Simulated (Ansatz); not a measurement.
YCl, closed-shell singlet (lowest of 2S+1 = 1, 3, 5 at CCSD(T)/def2-TZVPP on PBE0 minima; our sources give no spin for the ground state, which may be another), most abundant isotopes (88.9058 and 34.9689 u). Constants from fifth-degree fits in 1/R to seven points on the lowest solution found; no spin–orbit coupling, no relativity up to Kr; ω_e x_e and α_e move by some per cent with the fit.

Correlated levels freeze the inner cores; with def2 sets outer-core shells near the valence are correlated too. CBS: X⁻³ extrapolation of the correlation energy, Hartree–Fock from the larger set.

The values were computed with Ansatz (Gaussian orbitals).  In def2 rows elements past Kr take small-core potentials, without spin–orbit coupling.

| level | r_e (Å) | ω_e (cm⁻¹) | ω_e x_e (cm⁻¹) | α_e (cm⁻¹) |
|---|---|---|---|---|
| PBE/def2-TZVPP | 2.3790 | 376.7 | 1.17 | 0.000505 |
| CCSD(T)/CBS(def2-TZVPP, def2-QZVPP) | 2.3929 | 381.9 | 1.09 | 0.000449 |

**Question.** Derive the rotational constants, the centrifugal constant, the fundamental, the zero-point energy and the force constant.

**Answer.** 
μ = 25.09742 u.
- PBE/def2-TZVPP: B_e = 16.8576/(μ r_e²) = 0.11868 cm⁻¹; B₀ = B_e − α_e/2 = 0.11843 cm⁻¹; D = 4B_e³/ω_e² = 4.71e-08 cm⁻¹; fundamental ω_e − 2ω_e x_e = 374 cm⁻¹; zero-point energy ω_e/2 − ω_e x_e/4 = 188 cm⁻¹; k = μ(2πcω_e)² = 210 N/m; the line J = 1 ← 0 at 2B₀ = 7.101 GHz
- CCSD(T)/CBS(def2-TZVPP, def2-QZVPP): B_e = 16.8576/(μ r_e²) = 0.11731 cm⁻¹; B₀ = B_e − α_e/2 = 0.11709 cm⁻¹; D = 4B_e³/ω_e² = 4.43e-08 cm⁻¹; fundamental ω_e − 2ω_e x_e = 380 cm⁻¹; zero-point energy ω_e/2 − ω_e x_e/4 = 191 cm⁻¹; k = μ(2πcω_e)² = 216 N/m; the line J = 1 ← 0 at 2B₀ = 7.020 GHz

Doubts at one or more of the structures used: a restricted determinant that unrestricted orbitals would lower (CCSD(T)/CBS(def2-TZVPP, def2-QZVPP)).

Ansatz is a program for electronic structure.
